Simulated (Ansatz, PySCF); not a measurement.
Pair of molecules: CH5GaO (SMILES C[O][GaH2]) (first 8 atoms) with HF (SMILES F); geometry from B3LYP-D3(BJ)/def2-TZVP, rigid monomers moved along the line of their centres of mass till O2···H10 is 1.44 Å.
(charge 0, multiplicity 1):
```xyz
10

C     -0.820    -0.596     2.466
O      0.306     0.095     1.937
Ga     0.610     0.399     0.177
H     -1.499    -0.926     1.675
H     -0.480    -1.470     3.025
H     -1.364     0.063     3.145
H     -0.501    -0.175    -0.755
H      1.924     1.179    -0.078
F      1.848     0.866     3.601
H      1.245     0.566     2.922
```

Counterpoise-corrected where a basis set is named; no monomer relaxation.

Rows in 6-31G* carry no dispersion term and start afresh at each structure (6-31G* with six Cartesian d functions); the Pople sets are all-electron and without relativity. MP2/6-31G* freezes PySCF's default core, which leaves 3d correlated.

Codes used: Ansatz (an electronic-structure program) with Gaussian orbitals; PySCF for 6-31G* rows. Each number belongs to the level named beside it.

Q: What interaction energy does wB97M-V/def2-TZVPPD give?

A: -48 kJ/mol

Q: Give the interaction energy at the level HF/6-31G*.

A: -33 kJ/mol

Q: Give the interaction energy at the level MP2/6-31G*.

A: -26 kJ/mol
